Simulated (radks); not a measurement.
S4+, configuration [Ne] 4s2 (not the ground configuration). Calculated with a radial shooting solver on a logarithmic mesh with Libxc functionals: scalar-relativistic Kohn-Sham, MS2 meta-GGA, spin-polarised, spherical densities, finite nucleus; meta-GGA in the generalised Kohn-Sham scheme; Fermi nuclear charge, rms radius 3.2611 fm.

X-ray form factor f0, the Fourier transform of the density (f0(0) = 12):

sin(theta)/lambda (1/angstrom),f0 (electrons)
0.05,11.631
0.1,10.782
0.15,9.948
0.2,9.407
0.25,9.104
0.3,8.854
0.4,8.125
0.5,7.182
0.6,6.265
0.8,4.702
1,3.503
1.25,2.502
1.5,1.924
2,1.411
